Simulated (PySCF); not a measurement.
# Electronic structure of Rb²⁺ (rubidium, charge +2) at the UHF level

Configuration: [Ar] 3d10 4s2 4p5, 2P determinant. Computed with PySCF 2.14 in def2-SVP with the def2 core potential (28 electrons) (5s3p2d, 24 functions), with scalar relativity through the core potential.

- Total energy: -22.683806 hartree
- One-electron energy: -33.5861 hartree
- Hartree (Coulomb) energy: 13.8418 hartree
- Exchange energy: -2.9395 hartree
- ⟨S²⟩: 0.7521
- ⟨L²⟩: 2.007
- Sum of ⟨r⟩: 11.27 bohr
- Sum of ⟨r²⟩: 20.39 bohr²
- Traceless quadrupole moment −½Σ⟨3z² − r²⟩ along its main axis: 1.31 e·bohr²
- Time after the integrals: 0.1 s of wall time on 1 thread of Neoverse-N1 (shared host)

```json
{"shell": "4s α", "electrons": "1", "mean orbital energy (eV)": "-62.355", "spread (eV)": "0", "rms radius, mean of both spins (bohr)": "1.54"}
{"shell": "4s β", "electrons": "1", "mean orbital energy (eV)": "-58.533", "spread (eV)": "0", "rms radius, mean of both spins (bohr)": "1.54"}
{"shell": "4p α", "electrons": "3", "mean orbital energy (eV)": "-40.617", "spread (eV)": "2.165", "rms radius, mean of both spins (bohr)": "1.77"}
{"shell": "4p β", "electrons": "2", "mean orbital energy (eV)": "-38.926", "spread (eV)": "0", "rms radius, mean of both spins (bohr)": "1.77"}
```

Energies and moments cover only the electrons outside the core potential.
